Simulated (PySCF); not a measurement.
Species: C3H2F3OS (charge +1).
Cartesian coordinates in Å at the PBE0-D3(BJ)/def2-SVP level; atoms count from 1:
```xyz
10
C3H2F3OS angstrom
O     -1.5046    1.3044    1.7742
C     -1.3706    0.5468    0.9635
C     -1.1423   -0.4693   -0.0243
S      0.4495   -1.2675    0.3743
C      1.5027    0.0428   -0.4042
F      1.3226    0.0788   -1.7058
F      1.1539    1.2323    0.0887
F      2.7398   -0.2307   -0.1103
H     -1.1820   -0.0201   -1.0360
H     -1.9606   -1.2119    0.0595
```

All values: PBE0/def2-SVPD (PySCF, non-relativistic), on one gas-phase PBE0-D3(BJ)/def2-SVP geometry that isn't relaxed in the solvent. The solvent is an IEF-PCM continuum (cavity from Bondi-type radii × 1.2). The model holds no explicit solvent molecules, cavitation or dispersion.

Gas phase at PBE0/def2-SVPD: HOMO -13.47 eV, LUMO -8.40 eV.

Question: What does the continuum do to the energy and the frontier levels at PBE0/def2-SVPD in benzene and dichloromethane?

Answer: 
```json
{"solvent": "benzene", "ε": "2.271", "E(solvent) − E(gas) (kcal/mol)": "-35.07", "polarisation term (kcal/mol)": "-35.58", "distortion of the solute (kcal/mol)": "0.51", "HOMO (eV)": "-10.88", "LUMO (eV)": "-5.65"}
{"solvent": "dichloromethane", "ε": "8.93", "E(solvent) − E(gas) (kcal/mol)": "-57.23", "polarisation term (kcal/mol)": "-59.12", "distortion of the solute (kcal/mol)": "1.89", "HOMO (eV)": "-9.35", "LUMO (eV)": "-3.98"}
```

The polarisation term is half the interaction of the solute with the surface charges that it induces; the rest is the cost of distorting the solute's density. The sum is the electrostatic part of solvation alone. From benzene to dichloromethane the lowering changes by a factor 1.63, Born's factor 1 − 1/ε by 1.59 and ε itself by 3.9.

Question: Which radius a makes Born's formula ΔE = −(q²/2a)(1 − 1/ε) give the value in dichloromethane?

Answer: a = q²(1 − 1/ε)/(2|ΔE|) = 2.58 Å, with q = +1 e and |ΔE| = 0.0912 Eh; the farthest nucleus lies 2.75 Å from the centroid of the nuclei. The formula assumes a point charge at the centre of a sphere.

Question: How does the static polarisability (PBE0/def2-SVPD, frozen core, with the continuum's full static response) change?

Answer: 
| medium | isotropic (au) | principal values (au) | ⟨r²⟩ of the electrons (bohr²) |
| --- | --- | --- | --- |
| gas | 56.4 | 46.7, 52.8, 69.9 | 1009.9 |
| benzene | 63.3 | 52.5, 59.3, 78.0 | 1010.2 |
| dichloromethane | 70.3 | 59.1, 66.0, 85.8 | 1010.5 |

The isotropic value in dichloromethane is 1.25 times the gas-phase one; no cavity-field correction is applied. ⟨r²⟩ is taken about the centre of nuclear charge.

The run took about 60 s of CPU time (one thread, shared machine). This is the whole response run at PBE0/def2-SVPD in dichloromethane, SCF included.
